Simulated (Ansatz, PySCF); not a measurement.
Gas-phase reaction (SMILES): CCC [propane] + 2 [H][H] (H2) -> 3 C (CH4); energy of full hydrogenation.

Geometries: B3LYP-D3(BJ)/def2-TZVP minima from Ansatz (a quantum-chemistry and plane-wave program). Valence correlation only, unless marked. Spin-orbit coupling is left out. Non-relativistic. CBS(X,Y): correlation extrapolated as X^-3; Hartree-Fock from the larger set. The bracket is a focal-point correction in the basis named. Thermal terms are rigid-rotor harmonic-oscillator values from B3LYP-D3(BJ) frequencies (PySCF) at 298.15 K and 1 atm. 1 Eh = 627.5095 kcal/mol.

```tsv
species	E, RI-MP2/CBS(cc-pVTZ,cc-pVQZ)+[CCSD(T)-MP2]/cc-pVTZ (Ansatz) (Eh)	E, r2SCAN-D4/def2-TZVPD (Ansatz + dftd4) (Eh)	H - E (Eh)	G - E (Eh)
CCC	-118.97835	-119.10126	0.10859	0.07813
[H][H] (H2)	-1.17529	-1.17100	0.01336	-0.00144
C (CH4)	-40.46125	-40.49957	0.04840	0.02728
```

Problem. Work out ΔE and ΔH, ΔG, ΔS and the equilibrium constant at 298.15 K at the first level, then ΔH at the second.

Solution. 
1. ΔE = [3×(-40.46125)] - [(-118.97835) + 2×(-1.17529)] = -0.05482 Eh = -34.4 kcal/mol at RI-MP2/CBS(cc-pVTZ,cc-pVQZ)+[CCSD(T)-MP2]/cc-pVTZ.
2. The terms H - E add up to 0.00989 Eh, so ΔH = (-0.05482 + (0.00989))×627.5095 = -28.2 kcal/mol.
3. The terms G - E add up to 0.00659 Eh, so ΔG = -30.3 kcal/mol, and ΔS = (0.00989 - (0.00659))×627509.5/298.15 = 6.9 cal/(mol K).
4. log10 K = -ΔG/(RT ln 10) = 22.2, with RT ln 10 = 1.3642 kcal/mol.
5. At r2SCAN-D4/def2-TZVPD the same steps give ΔE = -34.8 and ΔH = -28.6 kcal/mol, a shift of -0.4 from the first level.
6. Tabulated enthalpies of formation (CCC -24.9 kcal/mol, ATcT 1.112; [H][H] (H2) 0.0 kcal/mol, zero by definition; C (CH4) -17.8 kcal/mol, ATcT 1.112) give ΔH = -28.5, so the errors are +0.3 and -0.1 kcal/mol; the tables hold anharmonic motion, scalar relativity, which both levels lack, and core correlation, which the frozen-core level lacks.
